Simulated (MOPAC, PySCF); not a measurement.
HBr3SSi, SMILES `S[Si](Br)(Br)Br` (H–S–Si–Br torsion 60°), neutral singlet in the gas phase. 

Cartesian coordinates (Å):
```xyz
6

S      1.5687    -0.0816     0.8524
Si    -0.3966     0.0087     0.0637
Br    -0.8416    -1.7133    -1.2633
Br    -0.7386     1.8602    -1.1106
Br    -1.7415    -0.0276     1.8194
H      2.1497    -0.0465    -0.3616
```
Charge 0, spin multiplicity 1.

All levels are single points at this geometry (B3LYP-D3(BJ)/def2-TZVP); Pople sets use spherical d functions. Orbital energies aren't observables, and empty levels follow the basis.

```tsv
level	HOMO (eV)	LUMO (eV)	gap (eV)	dipole (D)	vertical IE, Delta-SCF (eV)
B3LYP-D3(BJ)/def2-TZVP in PySCF	-7.80	-1.75	6.05	1.02	9.84
M06-2X/6-31G* in PySCF	-9.34	-0.95	8.40	1.26	–
PBE/6-31G* in PySCF	-6.84	-2.50	4.34	1.16	9.52
HF/6-31G* in PySCF	-11.04	1.94	12.98	1.24	9.57
HF/STO-3G in PySCF	-8.51	6.01	14.52	1.80	–
PM6 in MOPAC	-9.93	-1.93	8.00	1.19	–
```
